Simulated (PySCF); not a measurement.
PySCF input file for B(F)(Et)(NH2) (C₂H₇BFN), SMILES CCB(N)F, TDDFT-PBE0/def2-SVPD. Coordinates come from a ωB97X-D3(BJ)/def2-SVP optimisation. One conformer was computed; it need not be the lowest.

```python
import numpy as np
from pyscf import gto, scf, dft, tdscf

mol = gto.M(
    atom='''
    B    -0.12406239    0.38713845    0.41970163
    F    -1.30663107   -0.16490690    0.78143765
    C     0.42147956    0.11098946   -1.03859351
    C     0.37315357   -1.37366577   -1.42623054
    H     1.44340835    0.51026971   -1.15841094
    H    -0.21260570    0.69040500   -1.73616672
    H    -0.64732099   -1.77479928   -1.32297132
    H     1.02912429   -1.97879921   -0.77844864
    H     0.69512255   -1.53828650   -2.46713243
    N     0.53325881    1.17768553    1.37485407
    H     0.14802283    1.34881264    2.29573217
    H     1.42362977    1.62312645    1.20091651
    ''',
    basis='def2-SVPD',
    charge=0,
    spin=0,
    max_memory=1600,
    verbose=4,
)
mf = dft.RKS(mol, xc='pbe0').density_fit(auxbasis='def2-universal-jkfit')
mf.grids.level = 3
mf.conv_tol = 1e-9
mf.max_cycle = 100
mf.kernel()
mf.grids = dft.Grids(mol).set(level=1).build(with_non0tab=True)  # coarser grid for the response kernel
td = tdscf.TDDFT(mf)
td.singlet = True
td.nstates = 10
td.conv_tol = 1e-4
td.positive_eig_threshold = 1e-6
td.kernel(x0=td.get_init_guess(mf, 15))
td.analyze()
tt = tdscf.TDA(mf)
tt.singlet = False
tt.nstates = 4
tt.conv_tol = 1e-4
tt.positive_eig_threshold = 1e-6
tt.kernel(x0=tt.get_init_guess(mf, 9))
tt.analyze(verbose=3)
```

Output:

```
PySCF version 2.14.0

[INPUT] verbose = 4
[INPUT] num. atoms = 12
[INPUT] num. electrons = 40
[INPUT] charge = 0
[INPUT] spin (= nelec alpha-beta = 2S) = 0
[INPUT] symmetry False subgroup None
[INPUT] Mole.unit = angstrom
[INPUT] Symbol           X                Y                Z      unit          X                Y                Z       unit  Magmom
[INPUT]  1 B     -0.124062390000   0.387138450000   0.419701630000 AA   -0.234443939459   0.731585642789   0.793121134734 Bohr   0.0
[INPUT]  2 F     -1.306631070000  -0.164906900000   0.781437650000 AA   -2.469174868147  -0.311628877051   1.476703141924 Bohr   0.0
[INPUT]  3 C      0.421479560000   0.110989460000  -1.038593510000 AA    0.796480935502   0.209739682113  -1.962657288651 Bohr   0.0
[INPUT]  4 C      0.373153570000  -1.373665770000  -1.426230540000 AA    0.705158049704  -2.595852091990  -2.695185111091 Bohr   0.0
[INPUT]  5 H      1.443408350000   0.510269710000  -1.158410940000 AA    2.727646467410   0.964270001561  -2.189079416300 Bohr   0.0
[INPUT]  6 H     -0.212605700000   0.690405000000  -1.736166720000 AA   -0.401766545521   1.304676365030  -3.280879607384 Bohr   0.0
[INPUT]  7 H     -0.647320990000  -1.774799280000  -1.322971320000 AA   -1.223259385782  -3.353884565275  -2.500053465454 Bohr   0.0
[INPUT]  8 H      1.029124290000  -1.978799210000  -0.778448640000 AA    1.944763056237  -3.739388562406  -1.471054731640 Bohr   0.0
[INPUT]  9 H      0.695122550000  -1.538286500000  -2.467132430000 AA    1.313591242509  -2.906940186116  -4.662204605733 Bohr   0.0
[INPUT] 10 N      0.533258810000   1.177685530000   1.374854070000 AA    1.007713104411   2.225503112563   2.598097653544 Bohr   0.0
[INPUT] 11 H      0.148022830000   1.348812640000   2.295732170000 AA    0.279722608883   2.548886482952   4.338305056653 Bohr   0.0
[INPUT] 12 H      1.423629770000   1.623126450000   1.200916510000 AA    2.690270368078   3.067264456038   2.269403302368 Bohr   0.0

nuclear repulsion = 168.210014521911
number of shells = 69
number of NR pGTOs = 223
number of NR cGTOs = 159
basis = def2-SVPD
ecp = {}


[settings echo left out]
init E= -259.725916512465
  HOMO = -0.342909169175165  LUMO = -0.0309408602742791  gap/eV = 8.48909
cycle= 1 E= -259.46058731558  delta_E= 0.265  |g|= 0.547  |ddm|= 4.28
  HOMO = -0.24247073354698  LUMO = 0.0212788521360063  gap/eV = 7.17699
cycle= 2 E= -259.430228141673  delta_E= 0.0304  |g|= 0.708  |ddm|= 1.27
  HOMO = -0.305174928805359  LUMO = 0.0116904352930551  gap/eV = 8.62235
cycle= 3 E= -259.524185943406  delta_E= -0.094  |g|= 0.0601  |ddm|= 0.632
  HOMO = -0.309456229110388  LUMO = 0.0111064788485598  gap/eV = 8.72296
cycle= 4 E= -259.524747228629  delta_E= -0.000561  |g|= 0.026  |ddm|= 0.0774
  HOMO = -0.306338250816625  LUMO = 0.0118278422487261  gap/eV = 8.65774
cycle= 5 E= -259.524885558211  delta_E= -0.000138  |g|= 0.00501  |ddm|= 0.0273
  HOMO = -0.307036580776026  LUMO = 0.0117143618523108  gap/eV = 8.67365
cycle= 6 E= -259.524890178641  delta_E= -4.62e-06  |g|= 0.00205  |ddm|= 0.00755
  HOMO = -0.306888652637476  LUMO = 0.0116988714150064  gap/eV = 8.66921
cycle= 7 E= -259.52489113857  delta_E= -9.6e-07  |g|= 0.000337  |ddm|= 0.00235
  HOMO = -0.306952180867089  LUMO = 0.0116889479329836  gap/eV = 8.67067
cycle= 8 E= -259.524891163661  delta_E= -2.51e-08  |g|= 7.83e-05  |ddm|= 0.000492
  HOMO = -0.30694353521611  LUMO = 0.011690051062252  gap/eV = 8.67046
cycle= 9 E= -259.52489116521  delta_E= -1.55e-09  |g|= 1.45e-05  |ddm|= 0.000143
  HOMO = -0.306943817762332  LUMO = 0.0116901170423742  gap/eV = 8.67047
cycle= 10 E= -259.524891165264  delta_E= -5.4e-11  |g|= 3.69e-06  |ddm|= 2.74e-05
  HOMO = -0.306943389497661  LUMO = 0.0116902230768017  gap/eV = 8.67046
Extra cycle  E= -259.524891165263  delta_E= 5.68e-13  |g|= 3.9e-06  |ddm|= 1.05e-05
converged SCF energy = -259.524891165263
tot grids = 43264
Overwritten attributes  positive_eig_threshold  of <class 'pyscf.tdscf.rks.TDDFT'>


******** <class 'pyscf.tdscf.rks.TDDFT'> for <class 'pyscf.df.df_jk.DFRKS'> ********
nstates = 10 singlet
deg_eia_thresh = 1.000e-03
wfnsym = None
conv_tol = 0.0001
eigh lindep = 1e-12
eigh level_shift = 0
eigh max_cycle = 100


Excitation energies (eV)
[7.31093234 7.89234894 8.2515842  8.40968076 8.71686291 8.77422761
 8.93478281 9.06966829 9.27303621 9.3527637 ]

** Singlet excitation energies and oscillator strengths **
Excited State   1:      7.31093 eV    169.59 nm  f=0.0360
      20 -> 21        0.68758
      20 -> 22       -0.12928
Excited State   2:      7.89235 eV    157.09 nm  f=0.0098
      19 -> 21        0.67805
      19 -> 22        0.18290
Excited State   3:      8.25158 eV    150.26 nm  f=0.0099
      19 -> 21       -0.17146
      19 -> 22        0.60776
      19 -> 23        0.20992
      20 -> 22       -0.20215
Excited State   4:      8.40968 eV    147.43 nm  f=0.1421
      19 -> 22        0.16758
      20 -> 21        0.14491
      20 -> 22        0.63072
      20 -> 23       -0.11666
Excited State   5:      8.71686 eV    142.23 nm  f=0.0344
      18 -> 21       -0.28017
      20 -> 23        0.45254
      20 -> 24       -0.36711
      20 -> 25       -0.11586
      20 -> 26        0.19482
Excited State   6:      8.77423 eV    141.30 nm  f=0.0014
      18 -> 21        0.60237
      18 -> 22        0.18905
      20 -> 23        0.13388
      20 -> 24       -0.23054
      20 -> 26        0.11231
Excited State   7:      8.93478 eV    138.77 nm  f=0.0597
      18 -> 22        0.11531
      19 -> 23        0.20278
      20 -> 23        0.42091
      20 -> 24        0.44035
      20 -> 25        0.19680
Excited State   8:      9.06967 eV    136.70 nm  f=0.0758
      19 -> 22        0.23727
      19 -> 23       -0.59100
      19 -> 24       -0.17365
      20 -> 23        0.15393
      20 -> 24        0.11214
Excited State   9:      9.27304 eV    133.70 nm  f=0.0293
      18 -> 21        0.18385
      18 -> 22       -0.63222
      18 -> 23       -0.12288
      19 -> 24       -0.11113
Excited State  10:      9.35276 eV    132.56 nm  f=0.0161
      18 -> 22       -0.14118
      19 -> 23       -0.10119
      19 -> 24        0.39378
      20 -> 24       -0.18873
      20 -> 25        0.49414

** Transition electric dipole moments (AU) **
state          X           Y           Z        Dip. S.      Osc.
  1         0.1863     -0.3958      0.0977      0.2009      0.0360
  2        -0.0234     -0.0743      0.2109      0.0505      0.0098
  3         0.1724     -0.1224     -0.0643      0.0488      0.0099
  4        -0.2197     -0.4310     -0.6749      0.6896      0.1421
  5        -0.0308     -0.2961     -0.2695      0.1613      0.0344
  6        -0.0569     -0.0500     -0.0239      0.0063      0.0014
  7        -0.1845     -0.3024     -0.3834      0.2725      0.0597
  8        -0.0525     -0.2069     -0.5438      0.3412      0.0758
  9        -0.3161     -0.1106     -0.1291      0.1288      0.0293
 10         0.0127     -0.2643      0.0199      0.0704      0.0161

** Transition velocity dipole moments (imaginary part, AU) **
state          X           Y           Z        Dip. S.      Osc.
  1         0.0567     -0.1163      0.0303      0.0177      0.0438
  2        -0.0079     -0.0219      0.0642      0.0047      0.0107
  3         0.0542     -0.0402     -0.0230      0.0051      0.0112
  4        -0.0678     -0.1305     -0.2070      0.0645      0.1390
  5        -0.0079     -0.0988     -0.0845      0.0170      0.0353
  6        -0.0163     -0.0177     -0.0066      0.0006      0.0013
  7        -0.0608     -0.0985     -0.1261      0.0293      0.0595
  8        -0.0194     -0.0683     -0.1837      0.0388      0.0776
  9        -0.1113     -0.0367     -0.0468      0.0159      0.0311
 10         0.0015     -0.0893      0.0109      0.0081      0.0157

** Transition magnetic dipole moments (imaginary part, AU) **
state          X           Y           Z
  1        -0.5519     -0.1878      0.4045
  2        -0.3026      0.0557     -0.0000
  3         0.3512      0.2539      0.0704
  4         0.3455      0.1466     -0.0644
  5        -0.0755      0.1296      0.2849
  6         0.2911     -0.0419     -0.5590
  7         0.4147      0.2260     -0.2555
  8        -0.6411     -0.1543     -0.2318
  9        -0.1785     -0.4382      0.0683
 10         0.4520      0.0571     -0.0549
Overwritten attributes  positive_eig_threshold  of <class 'pyscf.tdscf.rks.TDA'>


******** <class 'pyscf.tdscf.rks.TDA'> for <class 'pyscf.df.df_jk.DFRKS'> ********
nstates = 4 triplet
deg_eia_thresh = 1.000e-03
wfnsym = None
conv_tol = 0.0001
eigh lindep = 1e-12
eigh level_shift = 0
eigh max_cycle = 100


Excitation energies (eV)
[6.89338814 7.01569539 7.48761868 7.8679223 ]

** Triplet excitation energies and oscillator strengths **
Excited State   1:      6.89339 eV    179.86 nm  f=0.0000
Excited State   2:      7.01570 eV    176.72 nm  f=0.0000
Excited State   3:      7.48762 eV    165.59 nm  f=0.0000
Excited State   4:      7.86792 eV    157.58 nm  f=0.0000
```

The run converged.
